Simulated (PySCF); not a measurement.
# A small calculation by hand: oscillator strength and radiative lifetime

C2H7BN2O, SMILES C/C=N/B(N)O.

Coordinates come from a PBE0-D3(BJ)/def2-SVP optimisation. The structure was generated by enumeration; whether it is a known compound was not checked. One conformer was computed; it need not be the lowest.

TDA-PBE/def2-SVPD in PySCF puts the first singlet state with f over 0.02 at 6.16 eV (vertical), with the transition dipole (-0.436, 0.102, -0.143) in atomic units.

Q: Find the oscillator strength, the wavelength and the radiative lifetime that this transition would have in vacuum if emission retraced absorption.

A: 
|μ|² = 0.2209 au, so |μ| = 1.19 D. ΔE = 6.16/27.211 = 0.2264 hartree. f = (2/3) ΔE |μ|² = 0.033 (the program prints 0.033).
λ = 1239.84/6.16 = 201 nm; ν = 49684 cm⁻¹.
Einstein's coefficient A = 0.6670 ν² f s⁻¹ (ν in cm⁻¹) = 5.5e7 s⁻¹, so τ = 1/A = 18 ns. This state is S5; the lower singlets have f = 0.008, 0.014, 0.006, 0.005. The figure is the radiative limit of this one transition; relaxation, internal conversion, crossing to triplets and a medium change what is measured.
